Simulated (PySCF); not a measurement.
C6H3Cl, SMILES C#C/C=C(/Cl)C#C.

The structure is a stationary point at PBE0-D3(BJ)/def2-SVP. The structure was generated by enumeration; whether it is a known compound was not checked.

Calculation: PySCF with TDA-LC-ωPBE/def2-SVPD.

Vertical excitations. The molecule is in vacuum. State labels are in the subgroup Cs.

### Question
List the lowest excited states. (Estimate from the structure and the level; the computed values follow.)

### Answer

| state | symmetry | energy (eV) | λ (nm) | f | main pairs |
|---|---|---|---|---|---|
| S1 | A' | 5.12 | 242 | 0.486 | HOMO→LUMO 86 % |
| S2 | A" | 5.26 | 236 | 0.000 | HOMO−1→LUMO 84 % |
| S3 | A" | 5.44 | 228 | 0.000 | HOMO−2→LUMO 81 % |
| S4 | A" | 5.65 | 219 | 0.000 | HOMO→LUMO+1 74 % |
| S5 | A' | 6.28 | 197 | 0.040 | HOMO−3→LUMO 57 %, HOMO−2→LUMO+1 17 % |
| S6 | A" | 6.37 | 195 | 0.000 | HOMO→LUMO+5 28 %, HOMO−3→LUMO+1 16 %, HOMO→LUMO+3 14 %, HOMO→LUMO+6 12 % |
| S7 | A" | 7.09 | 175 | 0.000 | HOMO−4→LUMO 85 % |
| S8 | A' | 7.10 | 175 | 0.197 | HOMO−5→LUMO 51 %, HOMO−1→LUMO+1 10 % |
| S9 | A" | 7.20 | 172 | 0.000 | HOMO−3→LUMO+1 27 %, HOMO−5→LUMO+1 15 %, HOMO−3→LUMO+5 8 %, HOMO→LUMO+12 7 % |
| S10 | A" | 7.51 | 165 | 0.034 | HOMO→LUMO+2 78 % |
| T1 | A' | 2.60 | 477 | 0 | HOMO→LUMO 91 % |
| T2 | A' | 4.75 | 261 | 0 | HOMO−3→LUMO 50 %, HOMO→LUMO+7 14 % |
| T3 | A" | 4.81 | 258 | 0 | HOMO−1→LUMO 67 %, HOMO→LUMO+1 11 % |
| T4 | A" | 4.99 | 249 | 0 | HOMO−2→LUMO 67 % |
Triplets are in the Tamm–Dancoff approximation.
